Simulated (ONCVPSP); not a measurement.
## What one change does to a pseudopotential (hafnium (Hf), ONCV)

Hf (Z = 72), optimised norm-conserving Vanderbilt (ONCV), made with ONCVPSP 4.0.1 (LDA (Perdew-Zunger), scalar-relativistic). Core [Kr] 4d10 4f14, reference 5s2 5p6 5d2 6s1 (charge +1). Waves: 5s+6s: rc 1.60 bohr, ncon 4, nbas 9, qcut 5.9 1/bohr, 2 projectors; 5p: rc 1.30 bohr, ncon 4, nbas 7, qcut 7.4 1/bohr, 2 projectors, debl 2.6 Ha; 5d: rc 2.95 bohr, ncon 3, nbas 8, qcut 4.4 1/bohr, 2 projectors, debl 3.4 Ha. Local part: polynomial inside 1.25 bohr (lpopt 5, dvloc0 1 Ha). Core correction: Teter function, fcfact 5.5, rcfact 1.45.

All-electron outer shells of the reference configuration (LDA (Perdew-Zunger), scalar-relativistic, ld1.x):

```json
{"shell": "5s", "level (eV)": "-74.20", "outermost node (bohr)": "0.55", "outermost maximum (bohr)": "1.01"}
{"shell": "5p", "level (eV)": "-42.74", "outermost node (bohr)": "0.60", "outermost maximum (bohr)": "1.16"}
{"shell": "4f", "level (eV)": "-24.07", "outermost node (bohr)": "–", "outermost maximum (bohr)": "0.45"}
{"shell": "6s", "level (eV)": "-11.26", "outermost node (bohr)": "1.36", "outermost maximum (bohr)": "2.75"}
{"shell": "5d", "level (eV)": "-9.48", "outermost node (bohr)": "0.67", "outermost maximum (bohr)": "1.67"}
```

Change: d: qcut 3.6.

Cutoffs: the cutoffs (Ha) at which the residual kinetic energy of the hardest occupied pseudo-wave falls to 1 and 0.1 mHa per electron; they do not see the model core or the augmentation charge, which bear on the density cutoff. Errors are all-electron minus pseudo energies relative to the spin-unpolarised reference configuration.

Q: What does the change do?

A: The potential gets neither clearly harder nor softer (27 Ha and 74 Ha → 27 Ha and 74 Ha); of the 4 tests that both files solve, the error grows in 2 and shrinks in 2 by more than 15 % and 0.3 meV (median size 4.7 → 7.1 meV); neither file shows a bound ghost.

| quantity | base | changed |
| --- | --- | --- |
| cutoff, loose | 27 Ha | 27 Ha |
| cutoff, tight | 74 Ha | 74 Ha |
| loose cutoff by channel | s 16 Ha, p 27 Ha, d 7.5 Ha | s 16 Ha, p 27 Ha, d 6.8 Ha |
| bound ghosts | none | none |
| GHOST(+) flags under 300 eV | s at 144.2 eV | s at 144.2 eV, d at 219.3 eV |
| error for 5s2 5p6 5d2 6s2, meV [ΔE -8.20 eV] | +2.7 | +0.6 |
| error for 5s2 5p6 5d2 6s0, meV [ΔE 14.50 eV] | -6.7 | -14 |
| error for 5s2 5p6 5d1 6s0, meV [ΔE 36.60 eV] | +26 | +75 |
| error for 5s2 5p6 5d2 6s1.5, meV [ΔE -4.85 eV] | +1.4 | +0.7 |
| s: phases at 1.63 bohr within 0.05 rad from the reference energy up to (Ha; the scan ends near 5) | 3.9 | 3.9 |
| p: phases at 1.32 bohr within 0.05 rad from the reference energy up to (Ha; the scan ends near 5) | to the end of the scan | to the end of the scan |
| d: phases at 3.00 bohr within 0.05 rad from the reference energy up to (Ha; the scan ends near 5) | 0.3 | 0.2 |
| rms error of d²Exc/dni dnj with the model core, mHa | 0.82 | 1.28 |
